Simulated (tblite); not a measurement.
Start geometry of `C=C(C#N)C[SiH2]OC=O` from a force field or distance geometry (Å):
```
atom  x, y, z in Å
C1    -2.732    0.841    0.298
C2    -1.769   -0.023    0.016
C3    -1.917   -1.444    0.223
N4    -2.053   -2.572    0.385
C5    -0.480    0.505   -0.488
Si6    0.829    0.006    0.722
O7     2.170   -0.801   -0.037
C8     3.468   -0.416    0.354
O9     3.664    0.480    1.216
H10   -3.695    0.450    0.687
H11   -2.599    1.903    0.142
H12   -0.304    0.128   -1.516
H13   -0.571    1.623   -0.461
H14    1.378    1.206    1.375
H15    0.316   -0.934    1.735
H16    4.287   -0.942   -0.127
```

What comes out of this run: GFN2-xTB geometry optimisation, gas phase in tblite?

```
atom  x, y, z in Å
C1    -2.5829    1.0244    0.3405
C2    -1.8098   -0.0147    0.0286
C3    -2.2603   -1.3285    0.3046
N4    -2.6197   -2.3972    0.5115
C5    -0.4510    0.0836   -0.5793
Si6    0.8785   -0.1437    0.7666
O7     2.2713    0.0222   -0.1428
C8     3.4595    0.0034    0.4119
O9     3.6705   -0.1124    1.5798
H10   -3.5490    0.8954    0.7974
H11   -2.2657    2.0341    0.1419
H12   -0.3326   -0.6848   -1.3455
H13   -0.3397    1.0551   -1.0625
H14    0.8132    0.9306    1.7529
H15    0.8577   -1.4717    1.3658
H16    4.2525    0.1133   -0.3480
```

The energy falls by 20.1 kcal/mol over 136 L-BFGS steps, the largest force on an atom goes from 4.84 to 0.008 eV/Å, and the atoms move by 0.630 Å rms after alignment. The bond that changes most is O7–C8 (oxygen singly bound to a carbonyl carbon to carbonyl carbon), which shortens by 0.098 Å. Bonds longer at the end by more than 0.005 Å: 4 of 15; shorter: 10. Among the angles that change most is C5–Si6–O7, from 112.6° to 100.7°. Among the dihedrals that turn most is H13–C5–Si6–H15, from 123° to -175°. Rotational constants go from 3072, 668.1, 587.4 to 3382, 609.6, 564.9 MHz. The orientation of the end geometry is arbitrary; only internal coordinates are fixed.

Its GFN2-xTB frequencies are all real (lowest 34 cm⁻¹). One conformer, not necessarily the lowest.

These are computed values.
